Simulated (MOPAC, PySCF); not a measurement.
H$_{3}$GaO$_{3}$, SMILES `[Ga]([OH])([OH])[OH]`, neutral singlet in the gas phase. 

Cartesian coordinates (Å):
```xyz
7

O     -1.3782    -0.7634     0.2239
Ga     0.1061     0.1943    -0.0812
O      1.7638    -0.4629    -0.1047
O     -0.0809     1.9348    -0.3856
H     -1.2221    -1.7017     0.3814
H      1.8047    -1.4098     0.0726
H     -1.0075     2.2034    -0.3568
```
Charge 0, multiplicity 1.

All levels are single points at this geometry (TPSSh-D3(BJ)/def2-TZVP); Pople sets use spherical d functions. Orbital energies aren't observables, and empty levels follow the basis.

M06-2X/6-31G* in PySCF gives gap (eV) = 10.01.

Estimate the gap (eV) from each of these levels: TPSSh-D3(BJ)/def2-TZVP in PySCF; B3LYP/6-31G* in PySCF; B3LYP/LANL2DZ in PySCF; PM3 in MOPAC; PM6 in MOPAC.


| level | gap (eV) |
|---|---|
| TPSSh-D3(BJ)/def2-TZVP in PySCF | 6.53 |
| B3LYP/6-31G* in PySCF | 6.90 |
| B3LYP/LANL2DZ in PySCF | 7.22 |
| PM3 in MOPAC | 9.34 |
| PM6 in MOPAC | 10.54 |
